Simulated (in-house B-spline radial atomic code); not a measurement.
Inner levels of samarium as electrons are removed. A shift is the extra binding of the orbital against the neutral atom ([Xe] 4f5/2(6) 6s2). The density at the nucleus is averaged over the nuclear charge. Computed with a B-spline radial code for spherical atoms: Dirac-Hartree-Fock, jj configuration that fills j = l - 1/2 first, finite nuclei.

A number in brackets counts the electrons of a j subshell.

```
  ion               configuration  shift of 2p1/2 (eV)  shift of 2s1/2 (eV)  shift of 2p3/2 (eV)  radius of 2p1/2 (bohr)  radius of 2s1/2 (bohr)  radius of 2p3/2 (bohr)  Σ<r²> (bohr²)  change of density at nucleus (bohr⁻³)
Sm33+               [Ar] 3d10 4s1              1277.79              1271.66              1274.98                0.080631                0.096186                0.087174         1.5186                                -619.46
Sm34+                   [Ar] 3d10              1341.47              1333.76              1338.32                0.080612                0.096179                0.087152         1.2243                               -2452.62
Sm35+      [Ar] 3d3/2(4) 3d5/2(5)              1464.45              1453.99                 1458                0.080568                0.096113                0.087061         1.1464                               -2214.88
Sm36+      [Ar] 3d3/2(4) 3d5/2(4)              1589.66              1576.29              1579.75                0.080521                0.096043                0.086967         1.0713                               -1970.49
Sm37+      [Ar] 3d3/2(4) 3d5/2(3)              1717.07              1700.65              1703.56                0.080472                 0.09597                0.086869        0.99913                               -1719.44
Sm38+      [Ar] 3d3/2(4) 3d5/2(2)              1846.68              1827.05              1829.43                 0.08042                0.095894                0.086767        0.92961                               -1461.73
Sm39+      [Ar] 3d3/2(4) 3d5/2(1)              1978.49              1955.48              1957.33                0.080366                0.095814                0.086662        0.86264                               -1197.31
Sm40+               [Ar] 3d3/2(4)              2112.48              2085.94              2087.26                0.080308                0.095732                0.086553        0.79811                                -926.21
Sm41+               [Ar] 3d3/2(3)              2245.96              2220.41              2224.07                0.080194                 0.09564                0.086462        0.73717                                 -636.5
Sm42+               [Ar] 3d3/2(2)              2381.48              2356.92              2363.04                0.080076                0.095546                0.086367        0.67841                                 -339.7
Sm43+               [Ar] 3d3/2(1)              2519.03              2495.46              2504.16                0.079955                0.095448                0.086269        0.62171                                -35.803
Sm44+                [Ne] 3s2 3p6               2658.6              2636.02              2647.43                0.079831                0.095347                0.086168          0.567                                 275.24
Sm45+  [Ne] 3s2 3p1/2(2) 3p3/2(3)              2792.25              2764.76              2776.45                0.079731                0.095244                 0.08616         0.4994                                 617.69
Sm46+  [Ne] 3s2 3p1/2(2) 3p3/2(2)              2927.37              2894.85              2906.87                 0.07963                 0.09514                0.086061        0.43337                                 966.13
Sm47+  [Ne] 3s2 3p1/2(2) 3p3/2(1)              3063.97              3026.28              3038.66                0.079527                0.095034                0.085961        0.36887                                1320.55
Sm48+           [Ne] 3s2 3p1/2(2)              3202.04              3159.06              3171.83                0.079421                0.094925                0.085859        0.30586                                1680.98
Sm49+           [Ne] 3s2 3p1/2(1)              3340.01              3297.77               3314.2                0.079421                0.094798                0.085724        0.24869                                1757.55
Sm50+                    [Ne] 3s2              3479.45              3437.93               3458.1                0.079336                0.094669                0.085588        0.19288                                1831.04
Sm51+                    [Ne] 3s1              3616.49              3567.42              3593.51                0.079246                0.094668                0.085483         0.1325                               -5436.05
Sm52+                [He] 2s2 2p6              3754.73              3697.96              3730.08                0.079155                  0.0946                0.085377       0.073276                                 -12877
Sm53+  [He] 2s2 2p1/2(2) 2p3/2(3)              4036.58              3939.66              4006.17                0.078608                0.094126                0.084757       0.063603                                 -11921
Sm54+  [He] 2s2 2p1/2(2) 2p3/2(2)              4321.49              4183.67              4285.24                0.078067                0.093655                0.084145       0.054214                               -10949.5
Sm55+  [He] 2s2 2p1/2(2) 2p3/2(1)              4609.47              4430.02              4567.29                0.077533                0.093188                0.083543       0.045099                               -9962.45
```
